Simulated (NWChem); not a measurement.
System: C3H3Cl2F; SMILES CC(F)=C(Cl)Cl

The following NWChem deck was run.

```
start job
memory heap 200 mb stack 900 mb global 1100 mb
geometry units angstroms noautoz
  C     -1.193504     1.981376     0.000000
  C     -0.010166     1.091249     0.000000
  F      1.151776     1.741435     0.000000
  C      0.014551    -0.251669     0.000000
  Cl    -1.421294    -1.202459     0.000000
  Cl     1.495829    -1.119879     0.000000
  H     -1.170265     2.633223    -0.887990
  H     -1.170265     2.633223     0.887990
  H     -2.125956     1.407029     0.000000
end
basis spherical
  * library def2-svp
end
dft
  xc xpbe96 cpbe96
  iterations 150
  vectors input atomic output neutral.movecs
end
task dft energy
charge 1
dft
  odft
  mult 2
  vectors input atomic output cation.movecs
end
task dft energy
```

Structure relaxed at the PBE0/def2-SVP level.

Ions are spin-unrestricted doublets at the neutral geometry; other ion states weren't tried.

Problem. What results follow from this input? (PBE/def2-SVP, vertical spin-unrestricted ions.) Quantities: vertical ionisation energy, ΔSCF (eV); −ε(HOMO) (eV).

Solution. The vertical ionisation energy, ΔSCF (eV) is 8.72. The −ε(HOMO) (eV) is 5.59.
